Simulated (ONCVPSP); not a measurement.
Hf, ONCV: configuration errors across variants

Hf, optimised norm-conserving Vanderbilt (ONCV), made with ONCVPSP 4.0.1 (revPBE, scalar-relativistic). Core [Xe] 4f14, reference 5d2.5 6s1.5. Waves: 6s: rc 3.25 bohr, ncon 4, nbas 8, qcut 2.4 1/bohr, 2 projectors, debl 0.6 Ha; p scattering state at 0.31 Ha: rc 2.90 bohr, ncon 4, nbas 7, qcut 2.8 1/bohr, 2 projectors, debl 1.6 Ha; 5d: rc 2.35 bohr, ncon 3, nbas 7, qcut 8.1 1/bohr, 3 projectors, debl 1.3 Ha. Local part: polynomial inside 2.20 bohr (lpopt 5, dvloc0 0 Ha). Core correction: polynomial model core, fcfact 0.65.

In the p channel the program set the typed energies aside and used 0.050, 1.650 Ha.

All-electron excitation energies from the reference (eV): (1) 5d2 6s2 -1.254; (2) 5d2 6s1 6.650; (3) 5d2 6s0 20.682; (4) 5d3 6s0 8.630.

4 further variants failed, have other tests or too few solved ones, and are left out.

Errors AE − PS in meV (a dash: test not solved or not reliable):

| change | (1) | (2) | (3) | (4) | bound ghosts | GHOST(+) flags above zero |
| --- | --- | --- | --- | --- | --- | --- |
| base | -7.9 | -9.7 | -55 | -42 | none | s, p |
| s: qcut 1.4 | +1.0 | -13 | -87 | -6.4 | none | s, p |
| s: qcut 1.7 | -1.6 | -12 | -77 | -17 | none | s, p |
| s: qcut 2.1 | -5.6 | -10 | -63 | -33 | none | s, p |
| s: qcut 2.7 | -9.4 | -9.3 | -50 | – | none | s, p |

(1) Give the same row for: s: qcut 2.

Answers

(1) -4.7, -11, -66, -29; bound ghosts: none; GHOST(+) flags above zero: s, p.
